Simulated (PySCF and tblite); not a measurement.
Results of a calculation; reference values are marked as such.
C₆H₁₀BF₃, numbered as in [F:1][C:2]([F:3])([F:4])[C@@H:5]1[CH2:6][BH:7][CH2:8][CH2:9][CH2:10]1. Level: PBE0-D3(BJ)/pcSseg-1 (IEF-PCM, water)//GFN2-xTB, thermal terms from GFN2-xTB, symmetry numbers and mirror pairs counted. Conformers within 2.5 kcal/mol (GFN2-xTB free energy) were kept, 4 at most. GIAO shieldings: PBE0/pcSseg-1 (IEF-PCM, water). Shifts are against TMS (¹H), TMS (¹³C), CFCl3 (¹⁹F), BF3·OEt2 (¹¹B) at the same level; of two unlike H on one atom, a is the less shielded. Codes: tblite and PySCF.

The 6-ring runs over atoms 5–6–7–8–9–10.

| conformer | shape | point group | mirror pair | ΔE(DFT) | Δ(G−E) at 350 K | δ H8a (ppm) |
| --- | --- | --- | --- | --- | --- | --- |
| 1 | 6-ring flattened chair (ring torsions 19, -20, 41, -64, 64, -41°) | C1 | no | 0.00 | 0.00 | 2.12 |
| 2 | 6-ring flattened chair (ring torsions -25, 25, -40, 59, -60, 41°) | C1 | no | 1.36 | 0.39 | 1.08 |

Energies in kcal/mol; the thermal term leaves out symmetry numbers and mirror images.

(1) Work out the weights at 350 K and the ¹H shift of H8a under fast exchange.

Answers

(1) RT = 0.696 kcal/mol. Each conformer gets RT ln(σ/g), with σ the rotational symmetry number and g = 2 for a mirror pair: 1: σ = 1, g = 1, G = 0.00 + 0.00 + 0.00 = 0.00, 0.00 above the lowest, exp(−ΔG/RT) = 1.000; 2: σ = 1, g = 1, G = 1.36 + 0.39 + 0.00 = 1.75, 1.75 above the lowest, exp(−ΔG/RT) = 0.081. The sum is 1.081, so the weights are 92.5, 7.5 %. The averaged shift is 2.04 ppm. At 298.15 K it is 2.06 ppm. At 298.15 K the leading conformer alone gives 2.12 ppm and bare DFT energies give 2.02 ppm.


Conformer gaps in pcSseg-1 on xTB geometries can be 2 kcal/mol off for S=O, P=O and other polar bonds.